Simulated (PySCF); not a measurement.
Start geometry of `CC[C@]12C[C@H]3C[C@H](C[C@H](C3)C1)C2` from GFN2-xTB (Å):
```
atom  x, y, z in Å
C1     3.1140   -1.0963   -0.4015
C2     2.3592    0.1174    0.2028
C3     0.8088    0.1031    0.0970
C4     0.3922    0.0933   -1.3557
C5    -1.1706    0.1294   -1.4268
C6    -1.7488   -1.0759   -0.6970
C7    -1.2852   -1.0626    0.7654
C8    -1.7897    0.2180    1.4316
C9    -1.2308    1.4316    0.7299
C10   -1.6805    1.4093   -0.7391
C11    0.2873    1.3776    0.7831
C12    0.2378   -1.1050    0.8355
H13    4.1377   -0.9349   -0.2796
H14    2.8818   -1.1482   -1.4648
H15    2.7979   -2.0124    0.0739
H16    2.6344    0.2012    1.2700
H17    2.7282    1.0440   -0.2821
H18    0.7013   -0.8089   -1.8436
H19    0.7756    0.9424   -1.8800
H20   -1.5098    0.1285   -2.4608
H21   -1.4178   -1.9980   -1.1878
H22   -2.8286   -1.0834   -0.7574
H23   -1.6956   -1.9241    1.2631
H24   -2.9019    0.2433    1.3969
H25   -1.4866    0.2162    2.4899
H26   -1.5949    2.3581    1.1931
H27   -1.2868    2.2708   -1.2521
H28   -2.7608    1.4595   -0.7944
H29    0.7147    2.2520    0.2646
H30    0.6133    1.4245    1.8027
H31    0.5541   -1.1135    1.8736
H32    0.5868   -2.0413    0.3450
```

Task: What comes out of this run: PBE0-D3(BJ)/def2-SVP geometry optimisation, gas phase in PySCF?

Result: 
```
atom  x, y, z in Å
C1     3.483   -0.909   -0.515
C2     2.731    0.251    0.120
C3     1.201    0.217    0.027
C4     0.718    0.204   -1.433
C5    -0.812    0.221   -1.499
C6    -1.364   -1.014   -0.782
C7    -0.916   -0.998    0.683
C8    -1.445    0.266    1.364
C9    -0.892    1.501    0.646
C10   -1.342    1.485   -0.817
C11    0.636    1.478    0.705
C12    0.615   -1.011    0.743
H13    4.569   -0.783   -0.389
H14    3.288   -0.986   -1.595
H15    3.214   -1.875   -0.060
H16    3.002    0.316    1.190
H17    3.077    1.198   -0.332
H18    1.099   -0.692   -1.949
H19    1.132    1.079   -1.965
H20   -1.131    0.208   -2.555
H21   -1.006   -1.932   -1.278
H22   -2.466   -1.026   -0.841
H23   -1.309   -1.890    1.199
H24   -2.548    0.276    1.344
H25   -1.144    0.279    2.425
H26   -1.265    2.414    1.139
H27   -0.967    2.383   -1.339
H28   -2.444    1.515   -0.877
H29    1.048    2.374    0.210
H30    0.976    1.510    1.755
H31    0.953   -1.020    1.795
H32    0.994   -1.937    0.279
```

The energy falls by 28.9 kJ/mol over 6 energy and gradient evaluations, the largest force component goes from 0.0503 to 3.9e-04 Eh/bohr, and the atoms move by 0.027 Å rms after alignment. The bond that changes most is C1–H13 (methyl carbon to methyl hydrogen), which lengthens by 0.057 Å. Bonds longer at the end by more than 0.005 Å: 20 of 34; shorter: 7. Among the angles that change most is H13–C1–H15, from 111.5° to 107.2°. Rotational constants go from 1619, 829.1, 814.0 to 1610, 825.3, 811.7 MHz. The orientation of the end geometry is arbitrary; only internal coordinates are fixed.

The run used 268 basis functions and 36 SCF cycles in all. The run took 2.5 min wall, 5.8 min CPU on 2 threads of an Intel Xeon Platinum 8488C, no GPU, on a shared host, and the process peaked at 2.2 GiB of memory.

Stationary, but not proved a minimum. The numbers are those of one conformer.
